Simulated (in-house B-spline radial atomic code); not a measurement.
Zn⁷⁺. Computed with a B-spline radial atomic code. Model: all-electron spherical atom, spin shells full or empty, radial basis limit, no spin-orbit coupling, Breit or QED, empty-state partial waves extrapolated as (l+1/2)^-4, RPA, G0W0 and static COHSEX of the highest shell as one setting changes (uncorrelated shells keep exact exchange).

Empty levels are discrete states of a finite basis, so the steps are uneven.

Given: element Zn; charge 7; filled core Ar; hamiltonian one-electron scalar X2C; mean-field start PBE; highest l of empty states 9; nuclear rms radius 3.9283 fm; lowest nl shells left uncorrelated 0; highest mean-field shell 3d up; box radius 8.41 bohr.

Shell: 3d 5 0 (electrons up and down).

```json
{"highest empty level kept (hartree)": "21.33", "RPA correlation energy (hartree)": "-0.71929", "G0W0 level (eV)": "-172.9", "G0W0 minus most complete (meV)": "978.5", "COHSEX level (eV)": "-175.48", "linearised minus solved G0W0 (meV)": "-33.7"}
{"highest empty level kept (hartree)": "42.67", "RPA correlation energy (hartree)": "-0.9278", "G0W0 level (eV)": "-173.3", "G0W0 minus most complete (meV)": "581.5", "COHSEX level (eV)": "-176.74", "linearised minus solved G0W0 (meV)": "-35.5"}
{"highest empty level kept (hartree)": "74.67", "RPA correlation energy (hartree)": "-1.0734", "G0W0 level (eV)": "-173.55", "G0W0 minus most complete (meV)": "324.1", "COHSEX level (eV)": "-177.54", "linearised minus solved G0W0 (meV)": "-36.8"}
{"highest empty level kept (hartree)": "128", "RPA correlation energy (hartree)": "?", "G0W0 level (eV)": "?", "G0W0 minus most complete (meV)": "?", "COHSEX level (eV)": "?", "linearised minus solved G0W0 (meV)": "?"}
{"highest empty level kept (hartree)": "213.33", "RPA correlation energy (hartree)": "-1.3552", "G0W0 level (eV)": "-173.81", "G0W0 minus most complete (meV)": "63.5", "COHSEX level (eV)": "-178.28", "linearised minus solved G0W0 (meV)": "-38.1"}
{"highest empty level kept (hartree)": "384", "RPA correlation energy (hartree)": "-1.4446", "G0W0 level (eV)": "-173.85", "G0W0 minus most complete (meV)": "23.8", "COHSEX level (eV)": "-178.38", "linearised minus solved G0W0 (meV)": "-38.3"}
{"highest empty level kept (hartree)": "640", "RPA correlation energy (hartree)": "?", "G0W0 level (eV)": "?", "G0W0 minus most complete (meV)": "?", "COHSEX level (eV)": "?", "linearised minus solved G0W0 (meV)": "?"}
{"highest empty level kept (hartree)": "1280", "RPA correlation energy (hartree)": "-1.556", "G0W0 level (eV)": "-173.88", "G0W0 minus most complete (meV)": "1.4", "COHSEX level (eV)": "-178.44", "linearised minus solved G0W0 (meV)": "-38.5"}
{"highest empty level kept (hartree)": "2560", "RPA correlation energy (hartree)": "-1.5878", "G0W0 level (eV)": "-173.88", "G0W0 minus most complete (meV)": "0.2", "COHSEX level (eV)": "-178.44", "linearised minus solved G0W0 (meV)": "-38.5"}
{"highest empty level kept (hartree)": "5333.3", "RPA correlation energy (hartree)": "-1.6075", "G0W0 level (eV)": "-173.88", "G0W0 minus most complete (meV)": "0", "COHSEX level (eV)": "-178.44", "linearised minus solved G0W0 (meV)": "-38.5"}
{"highest empty level kept (hartree)": "12800", "RPA correlation energy (hartree)": "-1.614", "G0W0 level (eV)": "-173.88", "G0W0 minus most complete (meV)": "0", "COHSEX level (eV)": "-178.44", "linearised minus solved G0W0 (meV)": "-38.5"}
{"highest empty level kept (hartree)": "42667", "RPA correlation energy (hartree)": "-1.6159", "G0W0 level (eV)": "-173.88", "G0W0 minus most complete (meV)": "0", "COHSEX level (eV)": "-178.44", "linearised minus solved G0W0 (meV)": "-38.5"}
```

Problem. What follows for highest empty level kept = 128?

Solution. RPA correlation energy -1.236 hartree; G0W0 level -173.74 eV; G0W0 minus most complete 140 meV; COHSEX level -178.07 eV; linearised minus solved G0W0 -37.7 meV.

Problem. What follows for highest empty level kept = 640?

Solution. RPA correlation energy -1.4995 hartree; G0W0 level -173.87 eV; G0W0 minus most complete 8.8 meV; COHSEX level -178.42 eV; linearised minus solved G0W0 -38.4 meV.
